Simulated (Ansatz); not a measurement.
Si5Ge3, 8 atoms. Hardware: 4 threads of Intel Xeon 6975P-C on a shared host.

Correlated methods freeze 52 core orbitals; core or outer-core shells of Ge are correlated, in sets that lack core-valence functions.

How many basis functions does each of these Ansatz runs have, and roughly what does it cost? CCSD(T)/def2-SVP, charge 0 singlet, energy, from earlier orbitals; BHLYP-D4/def2-TZVP, charge 0 singlet, energy, from earlier orbitals; PBE-D4/def2-SVP, charge 0 triplet at the geometry of the charge 0 singlet, energy, from earlier orbitals; PBE-D4/def2-SVP, charge 0 singlet, energy, from earlier orbitals; PBE-D4/def2-SVP, charge 1 doublet at the geometry of the charge 0 singlet, energy, from earlier orbitals; r2SCAN-D4/def2-SVP, charge 0 triplet at the geometry of the charge 0 singlet, energy, from earlier orbitals; r2SCAN-D4/def2-SVP, charge 0 singlet, frequencies; PBE0-D4/def2-TZVP, charge 0 singlet, energy, from earlier orbitals; RPA@PBE/def2-TZVP, charge 0 singlet, energy, from earlier orbitals; PBE-D4/def2-SVP, charge -1 doublet at the geometry of the charge 0 singlet, energy, from earlier orbitals; PBE-D4/def2-TZVPD, charge 0 singlet, energy, from earlier orbitals; PBE-D4/def2-TZVP, charge 0 singlet, energy, from earlier orbitals.

Other jobs shared the machine, so times can vary by a factor of up to 3. A dash marks memory too small to be measured apart from the calling script's.

| run | functions | fitting or Cholesky vectors | wall time | peak host memory (GiB) |
| --- | --- | --- | --- | --- |
| PBE-D4/def2-SVP, charge 0 singlet, energy, from earlier orbitals | 186 | 2033 | 1.6 s | – |
| PBE-D4/def2-SVP, charge -1 doublet at the geometry of the charge 0 singlet, energy, from earlier orbitals | 186 | 2033 | 3.7 s | – |
| PBE-D4/def2-TZVP, charge 0 singlet, energy, from earlier orbitals | 329 | 2334 | 3.7 s | 0.91 |
| PBE-D4/def2-SVP, charge 1 doublet at the geometry of the charge 0 singlet, energy, from earlier orbitals | 186 | 2033 | 3.8 s | – |
| PBE-D4/def2-SVP, charge 0 triplet at the geometry of the charge 0 singlet, energy, from earlier orbitals | 186 | 2033 | 4.1 s | – |
| PBE-D4/def2-TZVPD, charge 0 singlet, energy, from earlier orbitals | 377 | 2494 | 5.5 s | 1.3 |
| RPA@PBE/def2-TZVP, charge 0 singlet, energy, from earlier orbitals | 329 | 2100 | 10 s | 1.3 |
| BHLYP-D4/def2-TZVP, charge 0 singlet, energy, from earlier orbitals | 329 | 2100 | 12 s | 1.6 |
| PBE0-D4/def2-TZVP, charge 0 singlet, energy, from earlier orbitals | 329 | 2543 | 16 s | 2.1 |
| CCSD(T)/def2-SVP, charge 0 singlet, energy, from earlier orbitals | 186 | 1778 | 24 s | 1.9 |
| r2SCAN-D4/def2-SVP, charge 0 triplet at the geometry of the charge 0 singlet, energy, from earlier orbitals | 186 | 2033 | 24 s | 0.88 |
| r2SCAN-D4/def2-SVP, charge 0 singlet, frequencies | 186 | 2033 | 1.8 min | – |
